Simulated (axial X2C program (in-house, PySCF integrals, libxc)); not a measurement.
# Curves of LiIn⁺ by EOM-EA-CCSD

Calculated with an in-house all-electron X2C program for linear molecules (integrals from PySCF): two-component X2C with atomic mean-field Coulomb and Gaunt terms, Gaussian nuclei, basis In dyall-acv3z, Li dyall-acv3z with contracted cores.

Energies in eV from the lowest point of the lowest state; states are followed by energy order within each Ω. Reference: LiIn²⁺, 12 electrons correlated in 92 virtual spinors with an MP2 remainder; levels at this size can be off by some tenths of an eV. Masses 114.904 and 7.016 u.

```tsv
R (Å)	(1)Ω=1/2	(2)Ω=1/2	(1)Ω=3/2	(3)Ω=1/2	(4)Ω=1/2	(2)Ω=3/2	(5)Ω=1/2
2.953	0.0374	0.9907	1.1524	3.2890	4.2012	4.2265	5.4020
3.082	0.0082	0.9925	1.1548	3.1489	4.0811	4.1046	5.2546
3.210	0.0000	1.0033	1.1661	3.0194	3.9790	4.0004	5.0915
3.354	0.0093	1.0216	1.1847	2.8832	3.8806	3.8996	4.9013
3.499	0.0327	1.0425	1.2059	2.7548	3.7952	3.8122	4.7172
3.692	0.0790	1.0703	1.2340	2.5940	3.6966	3.7119	4.4908
```

Problem. Fit the curves (1)Ω=1/2 near their minima.

Solution. At EOM-EA-CCSD from LiIn²⁺ (the fit fixes ωe to about one per cent; ωe of higher roots by this method can be off by ten per cent):

```tsv
state	Te (cm⁻¹)	Re (Å)	ωe (cm⁻¹)
(1)Ω=1/2	0	3.207	197.7
```

No minimum in range: (2)Ω=1/2, (1)Ω=3/2, (3)Ω=1/2, (4)Ω=1/2, (2)Ω=3/2, (5)Ω=1/2; the order of states may turn beyond it. T1 of the reference reaches 0.014 (Lee–Taylor). Curves followed by order can swap character. Number of frozen shells: In 4 s, 3 p, 1 d; Li 1 s. Roots with under 60 % one-particle weight at any point are counted in the labels but not shown, and the list ends where the roots sought for some Ω run out; states that need a further excitation are missing and may lie low or lowest. Curves with a minimum but no constants failed the fit check.
